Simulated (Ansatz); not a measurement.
Ansatz (a first-principles code) input (B3LYP-D3(BJ)/def2-TZVP):

Ansatz 0.2 input:
```yaml
crystal:
  periodic: [false, false, false]
  atoms:
    - {symbol: Si, position_ang: [-0.74371242, -0.15116740, -0.42968688]}
    - {symbol: C, position_ang: [-2.03954079, 1.09506329, -1.04453355]}
    - {symbol: C, position_ang: [-1.33039214, -0.86899610, 1.20515950]}
    - {symbol: N, position_ang: [0.77737378, 0.58103867, -0.27519270]}
    - {symbol: Si, position_ang: [2.31508204, -0.17003102, 0.44341907]}
    - {symbol: H, position_ang: [-0.81527723, -1.28358912, -1.41919376]}
    - {symbol: H, position_ang: [-3.01645314, 0.62096179, -1.18111045]}
    - {symbol: H, position_ang: [-1.74356362, 1.52610553, -2.00553866]}
    - {symbol: H, position_ang: [-2.15510183, 1.91597253, -0.33143391]}
    - {symbol: H, position_ang: [-2.27357595, -1.41113421, 1.08619775]}
    - {symbol: H, position_ang: [-0.57314040, -1.55206745, 1.59276722]}
    - {symbol: H, position_ang: [-1.46964826, -0.07651259, 1.94514050]}
    - {symbol: H, position_ang: [0.98517361, 1.33087599, -0.91587018]}
    - {symbol: H, position_ang: [1.82225486, -0.34569699, 1.89679918]}
    - {symbol: H, position_ang: [2.01813857, -1.65181168, 0.10258508]}
basis:
  gaussian:
    orbitals: def2-TZVP
hamiltonian:
  xc: b3lyp
  dispersion: d3bj
total_charge: -1
phonons: {temperatures: {t_min: 298.15, t_max: 298.15, t_step: 100}}
```

Output:

```
Functional definition: B3LYP
integrals: 0.17 GiB planned
1477 factors; their error is unknown
0.31 GiB of the device are held for the grids
1.26 GiB of device memory are held for the factors and their scratch space
mean field: 1.20 GiB planned
mean field evaluation 1: about -19476.4238 eV, gradient 7.2e1 eV
mean field evaluation 2: about -19464.6423 eV, gradient 9.8e1 eV
mean field evaluation 4: about -19487.4536 eV, gradient 5.2e0 eV
mean field evaluation 8: about -19487.5150 eV, gradient 5.9e-2 eV
mean field evaluation 16: about -19487.5552 eV, gradient 2.4e-4 eV
mean field -19487.55518025 eV, -716.1544437349 hartree, gradient 2.7e-5 eV, S^2 0.000000; 0 other end points of the search recorded, 0 dependent functions left out
the calculation of the forces begins
reference -19487.55551227 eV, -716.1544559364 hartree; 29, 29 occupied and 198, 198 virtual orbitals, 1477 factors
these checks for a lower state are left out or cut short: stability, starts, cluster_reference, orbital_swaps, neighbouring_geometries, increment
integrals: 0.17 GiB planned
1477 factors; their error is unknown
0.31 GiB of the device are held for the grids
1.26 GiB of device memory are held for the factors and their scratch space
mean field: 1.20 GiB planned
mean field -19487.55501513 eV, -716.1544376668 hartree, gradient 1.3e-6 eV, S^2 0.000000; 0 other end points of the search recorded, 0 dependent functions left out
the calculation of the forces begins
reference -19487.55534714 eV, -716.1544498680 hartree; 29, 29 occupied and 198, 198 virtual orbitals, 1477 factors
these checks for a lower state are left out or cut short: stability, starts, cluster_reference, orbital_swaps, neighbouring_geometries, increment
integrals: 0.17 GiB planned
1477 factors; their error is unknown
0.31 GiB of the device are held for the grids
1.26 GiB of device memory are held for the factors and their scratch space
mean field: 1.20 GiB planned
mean field -19487.55510422 eV, -716.1544409409 hartree, gradient 1.2e-6 eV, S^2 0.000000; 0 other end points of the search recorded, 0 dependent functions left out
the calculation of the forces begins
reference -19487.55543625 eV, -716.1544531427 hartree; 29, 29 occupied and 198, 198 virtual orbitals, 1477 factors
these checks for a lower state are left out or cut short: stability, starts, cluster_reference, orbital_swaps, neighbouring_geometries, increment
integrals: 0.17 GiB planned
1477 factors; their error is unknown
0.31 GiB of the device are held for the grids
1.26 GiB of device memory are held for the factors and their scratch space
mean field: 1.20 GiB planned
mean field evaluation 32: about -19487.5550 eV, gradient 1.5e-1 eV
mean field -19487.55507372 eV, -716.1544398199 hartree, gradient 1.1e-6 eV, S^2 0.000000; 0 other end points of the search recorded, 0 dependent functions left out
the calculation of the forces begins
reference -19487.55540574 eV, -716.1544520213 hartree; 29, 29 occupied and 198, 198 virtual orbitals, 1477 factors
these checks for a lower state are left out or cut short: stability, starts, cluster_reference, orbital_swaps, neighbouring_geometries, increment
integrals: 0.17 GiB planned
1477 factors; their error is unknown
0.31 GiB of the device are held for the grids
1.26 GiB of device memory are held for the factors and their scratch space
mean field: 1.20 GiB planned
mean field -19487.55508199 eV, -716.1544401239 hartree, gradient 2.1e-6 eV, S^2 0.000000; 0 other end points of the search recorded, 0 dependent functions left out
[...]
mean field -19487.55512047 eV, -716.1544415381 hartree, gradient 1.0e-6 eV, S^2 0.000000; 0 other end points of the search recorded, 0 dependent functions left out
the calculation of the forces begins
reference -19487.55545248 eV, -716.1544537392 hartree; 29, 29 occupied and 198, 198 virtual orbitals, 1477 factors
these checks for a lower state are left out or cut short: stability, starts, cluster_reference, orbital_swaps, neighbouring_geometries, increment
integrals: 0.17 GiB planned
1477 factors; their error is unknown
0.31 GiB of the device are held for the grids
1.26 GiB of device memory are held for the factors and their scratch space
mean field: 1.20 GiB planned
mean field -19487.55517370 eV, -716.1544434943 hartree, gradient 2.9e-6 eV, S^2 0.000000; 0 other end points of the search recorded, 0 dependent functions left out
the calculation of the forces begins
reference -19487.55550572 eV, -716.1544556955 hartree; 29, 29 occupied and 198, 198 virtual orbitals, 1477 factors
these checks for a lower state are left out or cut short: stability, starts, cluster_reference, orbital_swaps, neighbouring_geometries, increment
integrals: 0.17 GiB planned
1477 factors; their error is unknown
0.31 GiB of the device are held for the grids
1.26 GiB of device memory are held for the factors and their scratch space
mean field: 1.20 GiB planned
mean field -19487.55517398 eV, -716.1544435044 hartree, gradient 2.7e-6 eV, S^2 0.000000; 0 other end points of the search recorded, 0 dependent functions left out
the calculation of the forces begins
reference -19487.55550601 eV, -716.1544557063 hartree; 29, 29 occupied and 198, 198 virtual orbitals, 1477 factors
these checks for a lower state are left out or cut short: stability, starts, cluster_reference, orbital_swaps, neighbouring_geometries, increment
integrals: 0.17 GiB planned
1477 factors; their error is unknown
0.31 GiB of the device are held for the grids
1.26 GiB of device memory are held for the factors and their scratch space
mean field: 1.20 GiB planned
mean field evaluation 512: about -19487.5142 eV, gradient 3.5e-1 eV
mean field -19487.55514720 eV, -716.1544425203 hartree, gradient 1.2e-6 eV, S^2 0.000000; 0 other end points of the search recorded, 0 dependent functions left out
the calculation of the forces begins
reference -19487.55547922 eV, -716.1544547219 hartree; 29, 29 occupied and 198, 198 virtual orbitals, 1477 factors
these checks for a lower state are left out or cut short: stability, starts, cluster_reference, orbital_swaps, neighbouring_geometries, increment
integrals: 0.17 GiB planned
1477 factors; their error is unknown
0.31 GiB of the device are held for the grids
1.26 GiB of device memory are held for the factors and their scratch space
mean field: 1.19 GiB planned
mean field -19487.55514220 eV, -716.1544423364 hartree, gradient 3.0e-6 eV, S^2 0.000000; 0 other end points of the search recorded, 0 dependent functions left out
the calculation of the forces begins
reference -19487.55547421 eV, -716.1544545378 hartree; 29, 29 occupied and 198, 198 virtual orbitals, 1477 factors
these checks for a lower state are left out or cut short: stability, starts, cluster_reference, orbital_swaps, neighbouring_geometries, increment
integrals: 0.17 GiB planned
1477 factors; their error is unknown
0.31 GiB of the device are held for the grids
1.26 GiB of device memory are held for the factors and their scratch space
mean field: 1.20 GiB planned
mean field -19487.55522225 eV, -716.1544452784 hartree, gradient 1.2e-6 eV, S^2 0.000000; 0 other end points of the search recorded, 0 dependent functions left out
the calculation of the forces begins
reference -19487.55555426 eV, -716.1544574797 hartree; 29, 29 occupied and 198, 198 virtual orbitals, 1477 factors
these checks for a lower state are left out or cut short: stability, starts, cluster_reference, orbital_swaps, neighbouring_geometries, increment
integrals: 0.17 GiB planned
1477 factors; their error is unknown
0.31 GiB of the device are held for the grids
1.26 GiB of device memory are held for the factors and their scratch space
mean field: 1.20 GiB planned
mean field -19487.55512496 eV, -716.1544417029 hartree, gradient 1.2e-6 eV, S^2 0.000000; 0 other end points of the search recorded, 0 dependent functions left out
the calculation of the forces begins
reference -19487.55545699 eV, -716.1544539047 hartree; 29, 29 occupied and 198, 198 virtual orbitals, 1477 factors
these checks for a lower state are left out or cut short: stability, starts, cluster_reference, orbital_swaps, neighbouring_geometries, increment
integrals: 0.17 GiB planned
1477 factors; their error is unknown
0.31 GiB of the device are held for the grids
1.26 GiB of device memory are held for the factors and their scratch space
mean field: 1.20 GiB planned
mean field -19487.55514867 eV, -716.1544425742 hartree, gradient 2.1e-6 eV, S^2 0.000000; 0 other end points of the search recorded, 0 dependent functions left out
the calculation of the forces begins
reference -19487.55548069 eV, -716.1544547759 hartree; 29, 29 occupied and 198, 198 virtual orbitals, 1477 factors
these checks for a lower state are left out or cut short: stability, starts, cluster_reference, orbital_swaps, neighbouring_geometries, increment
integrals: 0.17 GiB planned
1477 factors; their error is unknown
0.31 GiB of the device are held for the grids
1.26 GiB of device memory are held for the factors and their scratch space
mean field: 1.20 GiB planned
mean field evaluation 544: about -19487.5551 eV, gradient 1.2e-5 eV
mean field -19487.55514083 eV, -716.1544422864 hartree, gradient 1.3e-6 eV, S^2 0.000000; 0 other end points of the search recorded, 0 dependent functions left out
the calculation of the forces begins
reference -19487.55547285 eV, -716.1544544878 hartree; 29, 29 occupied and 198, 198 virtual orbitals, 1477 factors
these checks for a lower state are left out or cut short: stability, starts, cluster_reference, orbital_swaps, neighbouring_geometries, increment
integrals: 0.17 GiB planned
1477 factors; their error is unknown
0.31 GiB of the device are held for the grids
1.26 GiB of device memory are held for the factors and their scratch space
mean field: 1.20 GiB planned
mean field -19487.55518319 eV, -716.1544438429 hartree, gradient 2.1e-6 eV, S^2 0.000000; 0 other end points of the search recorded, 0 dependent functions left out
the calculation of the forces begins
reference -19487.55551521 eV, -716.1544560445 hartree; 29, 29 occupied and 198, 198 virtual orbitals, 1477 factors
these checks for a lower state are left out or cut short: stability, starts, cluster_reference, orbital_swaps, neighbouring_geometries, increment
integrals: 0.17 GiB planned
1477 factors; their error is unknown
0.31 GiB of the device are held for the grids
1.26 GiB of device memory are held for the factors and their scratch space
mean field: 1.20 GiB planned
mean field -19487.55516091 eV, -716.1544430243 hartree, gradient 2.2e-6 eV, S^2 0.000000; 0 other end points of the search recorded, 0 dependent functions left out
the calculation of the forces begins
reference -19487.55549293 eV, -716.1544552257 hartree; 29, 29 occupied and 198, 198 virtual orbitals, 1477 factors
Total energy: -19488.21831306 eV, -716.1788134162 hartree
Atom 0 at    -0.743712    -0.151167    -0.429687 Å, force     0.000826     0.000235    -0.000646 eV/Å
Atom 1 at    -2.039541     1.095063    -1.044534 Å, force    -0.000183     0.000241     0.000582 eV/Å
Atom 2 at    -1.330392    -0.868996     1.205159 Å, force    -0.000332     0.000200    -0.000258 eV/Å
Atom 3 at     0.777374     0.581039    -0.275193 Å, force     0.000736     0.000953    -0.000833 eV/Å
Atom 4 at     2.315082    -0.170031     0.443419 Å, force     0.000207     0.000195    -0.000846 eV/Å
Atom 5 at    -0.815277    -1.283589    -1.419194 Å, force     0.000014     0.000055     0.000030 eV/Å
Atom 6 at    -3.016453     0.620962    -1.181110 Å, force     0.000093    -0.000093    -0.000026 eV/Å
Atom 7 at    -1.743564     1.526106    -2.005539 Å, force     0.000206    -0.000141     0.000128 eV/Å
Atom 8 at    -2.155102     1.915973    -0.331434 Å, force    -0.000215     0.000008    -0.000241 eV/Å
Atom 9 at    -2.273576    -1.411134     1.086198 Å, force    -0.000274    -0.000334    -0.000068 eV/Å
Atom 10 at    -0.573140    -1.552067     1.592767 Å, force     0.000027    -0.000412     0.000304 eV/Å
Atom 11 at    -1.469648    -0.076513     1.945140 Å, force     0.000062     0.000333     0.000340 eV/Å
Atom 12 at     0.985174     1.330876    -0.915870 Å, force    -0.000839    -0.000947     0.000890 eV/Å
Atom 13 at     1.822255    -0.345697     1.896799 Å, force    -0.000136    -0.000916    -0.000899 eV/Å
Atom 14 at     2.018139    -1.651812     0.102585 Å, force    -0.000193     0.000623     0.001542 eV/Å
Dipole moment:    -1.594434     0.325820    -0.346851 e Å
Vibrations: 59.35 113.71 136.28 155.74 164.50 196.59 244.22 288.73 340.97 556.24 622.08 635.11 681.04 737.40 753.37 774.97 835.11 842.35 894.42 912.11 946.01 987.33 1136.29 1258.95 1267.41 1447.97 1458.13 1461.28 1469.55 1841.11 1872.99 2075.39 3005.54 3012.13 3069.09 3076.51 3078.94 3105.37 3586.15 cm⁻¹, zero-point energy 3.043838 eV
```

It need not be the lowest isomer of its formula. Whether it binds its extra electron was not tested at this geometry.
